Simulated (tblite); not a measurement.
Species: C8H6.
SMILES with atom numbers: `[CH:1]1=[CH:2][C:3]2=[CH:4][CH:5]=[CH:6][C:7]2=[CH:8]1` (hydrogens: H9 on C1; H10 on C2; H11 on C4; H12 on C5; H13 on C6; H14 on C8)

Method: GFN2-xTB as coded in tblite; computed harmonic values from a numerical Hessian at the method's own geometry, unscaled. Against measured fundamentals such values can be off by several per cent, at times by over 20.

Harmonic wavenumbers (cm⁻¹): 136.3, 274.3, 449.3, 485.3, 507.6, 632.8, 657.9, 685.9, 783.9, 795.6, 812.3, 822.4, 842.7, 846.2, 864.5, 883.1, 980.0, 1000.9, 1047.0, 1087.3, 1118.0, 1147.2, 1197.8, 1250.8, 1267.0, 1324.4, 1543.6, 1549.6, 1638.1, 1638.6, 3118.5, 3119.7, 3129.4, 3130.4, 3145.8, 3148.9.

A = 5299, B = 2202, C = 1555 MHz; mass 102.047 u (most abundant isotopes); point group C2h, symmetry number 2.

Problem. Zero-point energy?

Solution. Half the sum of the wavenumbers: 23532 cm⁻¹ = 281.50 kJ/mol.

Problem. Entropy at 298.15 K, 1 bar (ideal gas, RRHO, classical rotation)?

Solution. Translation 166.54, rotation 108.35, vibration 40.69: S = 315.6 J/(mol K).

Problem. And Cp and H(298.15 K) − H(0)?

Solution. Cp = 108.01 J/(mol K), of which vibrations give 74.75 (their classical limit is 36 R = 299.3); H(298.15 K) − H(0) = 17.89 kJ/mol without the zero-point energy, 7.98 from vibrations.

Problem. What must be added to the electronic energy to get the Gibbs energy at 298.15 K and 1 bar?

Solution. ZPE + [H(298.15 K) − H(0)] − T·S = 281.50 + 17.89 − 94.09 = 205.30 kJ/mol.

Problem. Which modes carry the vibrational entropy at 298.15 K?

Solution. 136.3 cm⁻¹: 11.95; 274.3 cm⁻¹: 6.56; 449.3 cm⁻¹: 3.34; 485.3 cm⁻¹: 2.91; 507.6 cm⁻¹: 2.68; 632.8 cm⁻¹: 1.66 J/(mol K); the other 30 give 11.59 together.

Problem. How do the functions run with temperature in this model?

Solution. 
```tsv
T (K)	S (J/(mol K))	Cp (J/(mol K))	H − H(0) (kJ/mol)	G − H(0) (kJ/mol)	ln q(vib)
100	243.5	43.4	3.68	-20.68	0.17
200	280.7	70.0	9.19	-46.95	0.77
300	316.3	108.7	18.09	-76.78	1.70
500	388.6	175.7	46.99	-147.31	4.30
800	485.1	233.1	109.27	-278.82	8.91
1000	539.7	255.9	158.30	-381.43	11.97
```

q(vib) and H(0) count from the zero-point level.

Problem. Blend soft modes into free rotors: weight 1/[1 + (100 cm⁻¹/ν̃)⁴] for the oscillator and the rest for a rotor with moment μB/(μ + B), μ = h/(8π²ν), B = 10⁻⁴⁴ kg m². What vibrational entropy results?

Solution. 40.44 J/(mol K) in place of 40.69, which changes −T·S at 298.15 K by +0.07 kJ/mol.

Hindered rotation and anharmonicity are outside this model.

On an Intel Xeon Platinum 8488C with one thread, shared host, this took 0.35 s. This covers the Hessian and the dipole derivatives.
